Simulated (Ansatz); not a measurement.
Cost and result for the atomization energy of C₄H₈F₂O, SMILES `CC(F)OCCF` (15 atoms, 14 bonds).

Z-matrix (Å, degrees):
```
C
C 1 1.499
H 1 1.091 2 109.4
H 1 1.090 2 109.9 3 119.8
H 1 1.090 2 109.9 3 -120.0
F 2 1.395 1 108.8 3 63.4
O 2 1.371 1 109.4 3 -56.7
H 2 1.099 1 113.0 3 179.5
C 7 1.414 2 115.9 1 -170.5
C 9 1.516 7 111.5 2 -91.5
H 9 1.092 7 107.0 2 149.5
H 9 1.097 7 110.7 2 31.7
F 10 1.383 9 108.1 7 -171.3
H 10 1.091 9 111.9 7 69.2
H 10 1.093 9 110.2 7 -52.7
```

Charge 0, multiplicity 1. The geometry is a stationary point of PBE0-D4/def2-TZVP. It is one conformer, not always the lowest. Program: Ansatz. All runs use 2 threads of an AMD EPYC 7R13 on a shared host and a share of an NVIDIA H100 80 GB. Times are those of one run each, without the atoms' runs, and a repeat can differ threefold. Electronic energies, without spin–orbit coupling; frozen cores. CCSD(T)/CBS adds CCSD(T) − MP2 in def2-TZVPP to the MP2 limit, and its time is that of the two runs behind it. T1 = 0.011. B3LYP takes the VWN-RPA correlation (the form of Gaussian; ORCA's B3LYP/G).

CCSD(T)/CBS is a level of theory with its own doubt, some kJ/mol a heavy atom from the limit and from the frozen cores, so smaller differences don't rank the functionals.

```csv
level,functions,wall time,atomization (kcal/mol),difference from CCSD(T)/CBS,per bond
PBE-D4/def2-TZVPP (with forces),329,2.3 s,1456.4,38.6,2.8
PBE0-D4/def2-TZVPP,329,2.3 s,1424.8,7.0,0.5
B3LYP-D4/def2-TZVPP (with forces),329,2.4 s,1415.8,-2.0,-0.1
B2PLYP/def2-TZVPP,329,3 s,1403.5,-14.3,-1.0
r2SCAN-D4/def2-TZVPP (with forces),329,3.1 s,1422.2,4.4,0.3
ωB97X-V/def2-TZVPP,329,3.6 s,1421.4,3.6,0.3
MP2/def2-QZVPP,639,4 s,1432.2,14.4,1.0
ωB97M-V/def2-TZVPP (with forces),329,4.5 s,1422.2,4.4,0.3
CCSD(T)/def2-TZVPP,329,11 s,1383.6,-34.2,-2.4
CCSD(T)/CBS(def2),–,15 s,1417.8,0.0,0.0
```

From PBE to PBE0 (25 % exact exchange), in def2-TZVPP and without D4, the atomization energy moves by −30.6 kcal/mol: exact exchange takes away binding that semilocal exchange gives to molecules. In def2-TZVPP, CCSD(T) changes the Hartree–Fock value by +356.2 kcal/mol (the triples alone add +21.2 kcal/mol) and MP2 by +384.7 kcal/mol; breaking electron pairs costs correlation energy, which Hartree–Fock lacks. The D4 term adds +9.5 kcal/mol with B3LYP and +5.1 kcal/mol with PBE0; it sums over pairs of atoms, weighted by their polarisabilities, and B3LYP, whose exchange is more repulsive, gets the larger term.
